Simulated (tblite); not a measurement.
Species: C5H6F2OSi.
SMILES: `CC1=CC=CO[Si]1(F)F`

All values are computed: GFN2-xTB (tblite) harmonic vibrations without scaling, gas phase. Against measured fundamentals such values can be off by several per cent, at times by over 20.

Harmonic wavenumbers (cm⁻¹): 71.9, 107.3, 132.4, 180.1, 200.0, 217.5, 259.9, 328.9, 352.9, 402.5, 482.1, 520.0, 620.3, 772.9, 792.1, 814.2, 869.7, 874.0, 888.4, 895.7, 994.4, 1023.3, 1050.2, 1137.1, 1203.5, 1244.2, 1311.3, 1357.5, 1400.9, 1467.5, 1478.9, 1572.0, 1649.5, 3003.9, 3020.9, 3033.1, 3042.0, 3065.2, 3106.2.

A = 1796, B = 1462, C = 993.5 MHz; mass 148.016 u (most abundant isotopes); point group Cs, symmetry number 1.

**Question.** Zero-point energy?

**Answer.** Half the sum of the wavenumbers: 22472 cm⁻¹ = 268.83 kJ/mol.

**Question.** Give the ideal-gas entropy at 400 K and 1 bar in the rigid-rotor, harmonic-oscillator model (classical rotation).

**Answer.** Translation 177.29, rotation 125.84, vibration 144.50: S = 447.6 J/(mol K).

**Question.** And Cp and H(400 K) − H(0)?

**Answer.** Cp = 182.26 J/(mol K), of which vibrations give 149.00 (their classical limit is 39 R = 324.3); H(400 K) − H(0) = 44.32 kJ/mol without the zero-point energy, 31.02 from vibrations.

**Question.** What must be added to the electronic energy to get the Gibbs energy at 400 K and 1 bar?

**Answer.** ZPE + [H(400 K) − H(0)] − T·S = 268.83 + 44.32 − 179.05 = 134.10 kJ/mol.

**Question.** Blend soft modes into free rotors: weight 1/[1 + (100 cm⁻¹/ν̃)⁴] for the oscillator and the rest for a rotor with moment μB/(μ + B), μ = h/(8π²ν), B = 10⁻⁴⁴ kg m². What vibrational entropy results?

**Answer.** 138.26 J/(mol K) in place of 144.50, which changes −T·S at 400 K by +2.50 kJ/mol.

**Question.** How do the functions run with temperature in this model?

**Answer.** 
| T (K) | S (J/(mol K)) | Cp (J/(mol K)) | H − H(0) (kJ/mol) | G − H(0) (kJ/mol) | ln q(vib) |
| --- | --- | --- | --- | --- | --- |
| 100 | 282.9 | 74.6 | 5.02 | -23.26 | 1.07 |
| 200 | 347.1 | 113.7 | 14.51 | -54.90 | 3.33 |
| 300 | 400.0 | 149.6 | 27.68 | -92.32 | 5.70 |
| 500 | 491.3 | 209.2 | 63.94 | -181.71 | 10.36 |
| 800 | 602.5 | 262.5 | 135.53 | -346.46 | 16.86 |
| 1000 | 663.5 | 284.3 | 190.34 | -473.21 | 20.79 |

q(vib) and H(0) count from the zero-point level.

**Question.** Which modes carry the vibrational entropy at 400 K?

**Answer.** 71.9 cm⁻¹: 19.58; 107.3 cm⁻¹: 16.28; 132.4 cm⁻¹: 14.56; 180.1 cm⁻¹: 12.07; 200.0 cm⁻¹: 11.23; 217.5 cm⁻¹: 10.56 J/(mol K); the other 33 give 60.22 together.

Hindered rotation and anharmonicity are outside this model.
